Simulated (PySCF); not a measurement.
**Electron affinity of K by level of theory**

K⁻ [Ar] 4s2 (1S) → K [Ar] 4s1 (2S), as a difference of total energies. All numbers are calculated (PySCF 2.14, no relativity, point nucleus, in dyall-av2z (17s13p2d, 66 functions)). Correlated levels: valence: [Ar] frozen; virtual orbitals above 40 to 60 times the deepest correlated orbital energy dropped. The calculations carry no spin-orbit coupling.

```json
{"method": "UHF", "electron affinity (eV)": "-0.081"}
{"method": "MP2 (valence)", "electron affinity (eV)": "0.219"}
{"method": "SCS-MP2 (valence)", "electron affinity (eV)": "0.280"}
{"method": "CCSD (valence)", "electron affinity (eV)": "0.490"}
```

These non-relativistic numbers lack the scalar-relativistic shift.

Errors of the correlated levels include the incompleteness of this basis and the frozen core.

A negative affinity means that the anion lies above the atom at that level of theory.

With two correlated electrons CCSD is exact in that space.

The coupled-cluster amplitudes are large for K⁻ (T1 above 0.03 or a double amplitude above 0.15), so a single reference is strained.

For comparison: 0.501 eV (measured; photodetachment measurements, as compiled on the Wikipedia data page of electron affinities).
